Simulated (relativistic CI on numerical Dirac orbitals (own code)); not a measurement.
## Au22+: q coefficients and field-shift factors

Method of calculation: Dirac-Coulomb-Breit CI, orbitals from a KLI potential per configuration, derivatives by finite differences, unscaled Slater integrals, QED left out (own radial code, finite nucleus).

Configuration list (outside the closed core [Ar] 3d10): 4s2 4p6 4d10 4f11, 4s2 4p6 4d10 4f10 5s, 4s2 4p6 4d10 4f9 5s2, 4s2 4p6 4d9 4f12, 4s2 4p6 4d8 4f13, 4s2 4p5 4d10 4f12, 4s 4p6 4d10 4f12, 4s2 4p4 4d10 4f13. Levels of other configurations are missing.

With x = (α/α₀)² − 1 an excitation energy changes as ω = ω₀ + qx; K = 2q/ω₀ is the relative enhancement. Terms are leading LS components, so labels can repeat. The field-shift factor is F = δν/δ⟨r²⟩ for the transition from the lowest level.

Lowest level 4s2 4p6 4d10 4f11 4I°_15/2.

```
                     Level  ω₀ (cm⁻¹)  q (cm⁻¹)  F (GHz/fm²)
 4s2 4p6 4d10 4f11 2G°_9/2    26896.5     -2367        0.231
4s2 4p6 4d10 4f11 4I°_13/2    27586.5     27650          1.7
4s2 4p6 4d10 4f11 2H°_11/2    29740.3      7887         0.76
 4s2 4p6 4d10 4f11 2P°_3/2    40217.2    -710.1        0.498
 4s2 4p6 4d10 4f11 4I°_9/2    48270.3     30830         2.12
4s2 4p6 4d10 4f11 4I°_11/2    54965.0     31090         2.24
 4s2 4p6 4d10 4f11 4F°_7/2    58582.6     26600         2.07
 4s2 4p6 4d10 4f11 4F°_5/2    58845.6     14320         1.46
 4s2 4p6 4d10 4f11 4S°_3/2    62006.8     27150         2.13
4s2 4p6 4d10 4f11 2K°_15/2    70091.4     22720         2.03
 4s2 4p6 4d10 4f11 4G°_9/2    71147.4     33250         2.55
 4s2 4p6 4d10 4f11 2G°_7/2    71763.3     17360         1.85
4s2 4p6 4d10 4f11 2H°_11/2    75531.2     41850         3.03
 4s2 4p6 4d10 4f11 4G°_9/2    82134.1     50300         3.52
 4s2 4p6 4d10 4f11 2P°_1/2    83423.6     27830         2.43
 4s2 4p6 4d10 4f11 2D°_5/2    87258.7     15270         1.91
4s2 4p6 4d10 4f11 2K°_13/2    87576.5     31440         2.68
 4s2 4p6 4d10 4f11 4F°_3/2    88589.9     41260         3.16
 4s2 4p6 4d10 4f11 4G°_5/2    93419.3     35710            3
 4s2 4p6 4d10 4f11 4D°_7/2    98290.1     32150          2.9
4s2 4p6 4d10 4f11 2I°_11/2   100440.4     22570         2.43
 4s2 4p6 4d10 4f11 4G°_7/2   102445.8     44600         3.52
 4s2 4p6 4d10 4f11 2D°_5/2   103557.2     50770         3.83
```

At this charge energies of transitions that change n are usually good to better than 1 %, and those within a shell (Δn = 0) to a few per cent. Terms inside the open d or f shell come out 10 to 20 % too wide with unscaled integrals.

Which transition from the lowest level has the largest |K|?

4s2 4p6 4d10 4f11 4I°_13/2 at 27586.5 cm⁻¹, K = 2.
